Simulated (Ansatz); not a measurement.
Cartesian coordinates (Å):
```xyz
13

C      2.7014    -0.3746     0.5467
C      1.4305    -0.1985     0.2899
Si    -0.2034     0.0285    -0.0406
C     -1.5333    -0.9123     0.8713
C     -0.7873     1.2342    -1.3409
H      3.2334     0.2124     1.2952
H      3.3050    -1.1189     0.0276
H     -2.2083    -0.2312     1.3943
H     -1.0800    -1.5804     1.6032
H     -2.1352    -1.5090     0.1824
H      0.0689     1.7221    -1.8059
H     -1.4300     2.0021    -0.9047
H     -1.3617     0.7257    -2.1184
```
Charge 0, spin multiplicity 1.

Computed with frozen-core CCSD(T)/cc-pVTZ // B3LYP-D3(BJ)/def2-TZVP run with Ansatz (a program for electronic structure). The restricted HF reference is unstable towards unrestricted orbitals.

```json
{
 "HF energy": "-445.05265 Ha",
 "MP2 correlation energy": "-0.78889 Ha"
}
```

### Question
Estimate the CCSD correlation energy, the (T) correction, the total energy and the T1 diagnostic.

### Answer

CCSD correlation energy: -0.83871 Ha
(T) correction: -0.03940 Ha
CCSD(T) total energy: -445.93076 Ha
T1 diagnostic: 0.012
